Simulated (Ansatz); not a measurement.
Diatomic O₂-, multiplicity 2 (the spin of the measured ground state).

Constants: fifth-degree fit in 1/R to seven points, most abundant isotopes. In def2 and cc sets the state is the lowest found near the PBE0 minimum, followed along R.

Correlated levels freeze the cores. CBS(a, b) extrapolates the correlation energy as X⁻³ and adds the Hartree–Fock energy of set b.

Programs: Ansatz (Gaussian basis) for Hartree–Fock, density functionals and correlated methods. 

```csv
level,r_e (Å),ω_e (cm⁻¹),ω_e x_e (cm⁻¹)
SVWN5/def2-TZVPP,1.338,1194,7.7
PBE0/def2-TZVPP,1.328,1251,7.7
BHLYP/def2-TZVPP,1.315,1311,7.5
CCSD/def2-TZVPP,1.340,1209,8.0
CCSD/aug-cc-pVQZ,1.332,___,8.0
CCSD(T)/aug-cc-pVTZ,1.356,1113,8.3
CCSD(T)/def2-TZVPP,1.356,1135,8.7
"CCSD(T)/CBS(aug-cc-pVTZ, aug-cc-pVQZ)",___,___,8.7
```

### Question
Complete the blanks.

### Answer

- CCSD(T)/CBS(aug-cc-pVTZ, aug-cc-pVQZ), r_e (Å): 1.346
- CCSD(T)/CBS(aug-cc-pVTZ, aug-cc-pVQZ), ω_e (cm⁻¹): 1136
- CCSD/aug-cc-pVQZ, ω_e (cm⁻¹): 1205

Measured for the ground state: ω_e 1090 cm-1, ω_e x_e 8.1 cm-1 [Huber and Herzberg (1979), NIST Chemistry WebBook].

Ansatz is a program for electronic structure.
